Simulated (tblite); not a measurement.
Compound: C5H12N2Si.
Z-matrix (Å and degrees, GFN2-xTB geometry), rows numbered from 1:
```
C 
N   1  1.4294
C   2  1.2537  1  120.58
C   3  1.4912  2  121.74  1  -179.53
C   4  1.5348  3  109.41  2  -123.06
N   5  1.4473  4  106.89  3   -77.93
Si  6  1.7147  5  114.70  4   -29.80
C   4  1.5347  3  109.15  2   119.70
H   1  1.0909  2  108.25  3  -121.36
H   1  1.0992  2  113.60  3     0.44
H   1  1.0907  2  108.27  3   122.23
H   3  1.1010  2  123.21  1    -0.03
H   4  1.0933  3  108.39  2    -2.49
H   5  1.0957  4  110.66  3    42.06
H   5  1.0993  4  109.51  3   160.89
H   6  1.0053  5  114.76  4   172.71
H   7  1.4682  6  116.24  5  -106.75
H   7  1.4651  6  109.86  5   126.91
H   8  1.0880  4  110.43  3   -38.63
H   8  1.0898  4  109.37  3  -156.08
```

All values are computed: GFN2-xTB (tblite) harmonic vibrations without scaling, gas phase. This tight-binding method is rough: wavenumbers can miss measured ones by several per cent, in bad cases by 10 to 20. Modes of hydrogen on silicon can be 10 to 20 % off. One conformer, not necessarily the lowest.

Harmonic wavenumbers (cm⁻¹): 56.7, 83.9, 129.3, 163.7, 205.5, 234.3, 310.0, 352.9, 410.2, 455.7, 484.6, 512.4, 534.2, 649.6, 679.7, 757.1, 793.2, 815.1, 860.8, 917.5, 936.6, 954.5, 1021.5, 1052.8, 1076.4, 1083.8, 1128.3, 1136.0, 1151.1, 1186.0, 1219.2, 1240.3, 1277.8, 1288.3, 1352.4, 1354.2, 1391.4, 1461.8, 1476.6, 1487.4, 1500.6, 1766.8, 2205.5, 2246.7, 2819.3, 2856.4, 2877.1, 2927.2, 2957.4, 2983.6, 2987.2, 3000.4, 3014.4, 3490.7.

A = 3485, B = 946.1, C = 901.9 MHz; mass 128.077 u (most abundant isotopes); point group C1, symmetry number 1.

Question: What is the zero-point energy?

Answer: ½Σν̃ = 35658 cm⁻¹ = 426.56 kJ/mol.

Question: Entropy at 350 K, 1 bar (ideal gas, RRHO, classical rotation)?

Answer: Translation 172.71, rotation 123.63, vibration 133.21: S = 429.5 J/(mol K).

Question: And Cp and H(350 K) − H(0)?

Answer: Cp = 184.23 J/(mol K), of which vibrations give 150.97 (their classical limit is 54 R = 449.0); H(350 K) − H(0) = 37.06 kJ/mol without the zero-point energy, 25.42 from vibrations.

Question: What must be added to the electronic energy to get the Gibbs energy at 350 K and 1 bar?

Answer: ZPE + [H(350 K) − H(0)] − T·S = 426.56 + 37.06 − 150.34 = 313.28 kJ/mol.

Question: Which modes carry the vibrational entropy at 350 K?

Answer: 56.7 cm⁻¹: 20.44; 83.9 cm⁻¹: 17.21; 129.3 cm⁻¹: 13.67; 163.7 cm⁻¹: 11.76; 205.5 cm⁻¹: 9.96; 234.3 cm⁻¹: 8.94 J/(mol K); the other 48 give 51.23 together.

Hindered rotation and anharmonicity are outside this model. Other conformers, if any are populated, would add a mixing term that is left out. The structure is chiral; the term R ln 2 for an equal mix with its mirror image is left out.
